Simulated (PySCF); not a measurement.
**Computed properties of C4H5FO, SMILES C[C@@H]1OC=C1F**

C4H5FO, SMILES O1C=C(F)[C@@H]1C. Geometry optimised at r2SCAN-D4/def2-SVP. The structure was generated by enumeration; whether it is a known compound was not checked. One conformer was computed; it need not be the lowest. All values are computed for the isolated molecule unless a solvent is named; none is compared with measurement here.

**Structure.** All 27 harmonic modes at r2SCAN-D4/def2-SVP (PySCF) are real, so it is a minimum. With heavy atoms numbered as in [CH3:1][C@@H:2]1[O:3][CH:4]=[C:5]1[F:6], the shortest bond between them is C5–F6 at 1.324 Å and the longest C2–C5 at 1.507 Å.

**Vibrations.** The strongest infrared lines (harmonic, unscaled, degenerate partners summed) lie at 1291 cm⁻¹ (94 km/mol, C 49 %, H 39 %, F 8 %), 1753 cm⁻¹ (85 km/mol, C 91 %), 1009 cm⁻¹ (54 km/mol, C 35 %, O 33 %, H 31 %). The softest mode is at 184 cm⁻¹ and the zero-point energy is 52.0 kcal/mol.

**Electronic structure.** HF/def2-TZVP (PySCF) places the frontier levels at -9.40 and 3.71 eV, a gap of 13.11 eV, and gives a dipole moment of 0.58 D and a mean polarisability of 46.4 bohr³. PBE/def2-TZVP (PySCF) at the same geometry gives -5.09 and -0.49 eV, so its gap is 8.51 eV narrower. An orbital gap is neither the optical nor the fundamental gap.

**Excitations.** TDA-ωB97X/def2-SVPD (PySCF) has S1 at 6.45 eV (192 nm, f = 0.020, weak); the most intense of the 10 singlets computed lies at 9.38 eV (f = 0.17). T1 (TDA) is at 3.96 eV, 2.49 eV under S1. TDA-PBE/def2-SVPD (PySCF) puts S1 at 5.22 eV. No vertical singlet excitation falls in the visible range (under 3.1 eV).

**NMR.** GIAO shifts at PBE0/pcSseg-1 (PySCF) (non-relativistic, atoms alike by connectivity averaged): ¹³C from 22.0 to 155.7 ppm against TMS; ¹H from 1.8 to 6.5 ppm against TMS; ¹⁹F at -146.2 ppm against CFCl3.
